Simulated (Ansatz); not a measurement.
A nudged elastic band was laid between two geometries of ClH + H4O2Si (9 atoms, charge 0, multiplicity 1).

The calculation used Ansatz 0.2.0, UKS PBE0/def2-SVP.

```
movable images  : 7
climbing image  : yes
spring          : 5.0 eV/Å²
optimiser       : quadratic models (default)
start path      : through a guess of the saddle point
force threshold : 0.05 eV/Å
iteration limit : 60
end points      : relaxed
```

First end point:

```xyz
9
Properties=species:S:1:pos:R:3
Si -0.644 -0.669 -0.387
O 0.292 -0.672 1.023
H -0.769 -2.053 -0.909
H -1.939 -0.098 0.062
O 0.094 0.208 -1.573
H 0.712 1.058 1.217
Cl 0.850 2.326 0.896
H 1.088 -1.216 0.998
H 0.317 1.117 -1.328
```

Last end point:

```xyz
9
Properties=species:S:1:pos:R:3
Si -1.027 0.062 -0.303
O 1.457 -0.846 1.228
H -1.262 -1.231 0.365
H -2.153 0.459 -1.195
O 0.368 -0.027 -1.210
H 1.449 0.025 1.642
Cl -0.882 1.582 1.103
H 1.599 -0.641 0.293
H 0.451 0.615 -1.923
```

Question: Which bonds break or form, and what moves?

Answer: Bonds broken: Si1–O2, H6–Cl7. Bonds formed: Si1–Cl7, O2–H6. ClH + H4O2Si becomes ClH3OSi + H2O.

Question: Give the energies along the band, and the barrier.

Answer: It converged. The highest image is number 4 of 0 to 8, 17.9 kcal/mol above the first end and 16.0 kcal/mol above the last; the last end lies 1.9 kcal/mol above the first. A vibrational analysis at the climbing image gives 2 clearly imaginary modes (175i, 45i cm⁻¹): a point of higher order, so a lower path passes nearby. The orbitals were unrestricted but ended closed-shell.

```csv
image,path coordinate (Å),energy (kcal/mol),Si1–O2 (Å),H6–Cl7 (Å),Si1–Cl7 (Å)
0,0.00,0.0,1.69,1.32,3.58
1,0.59,2.2,1.71,1.35,3.20
2,1.17,14.0,1.80,1.64,2.78
3,1.76,17.2,1.94,2.06,2.40
4,2.35,17.9,2.14,2.35,2.23
5,3.15,12.4,2.80,2.43,2.12
6,3.96,5.6,3.20,2.49,2.09
7,4.77,3.3,3.18,2.58,2.09
8,5.58,1.9,3.06,2.85,2.08
```

Question: What is the geometry of the highest image?

Answer: 
```xyz
9
Properties=species:S:1:pos:R:3
Si -0.646 -0.062 -0.326
O 0.634 -0.645 1.282
H -0.645 -1.561 -0.393
H -2.104 0.237 -0.208
O 0.155 0.238 -1.754
H 1.148 0.127 1.572
Cl -0.105 1.876 0.624
H 1.225 -1.385 1.085
H 0.339 1.176 -1.882
```

Run time: 2.4 min on 2 threads of AMD EPYC 9R45 96-Core Processor (Zen 5) (shared host), peak memory 0.27 GiB.
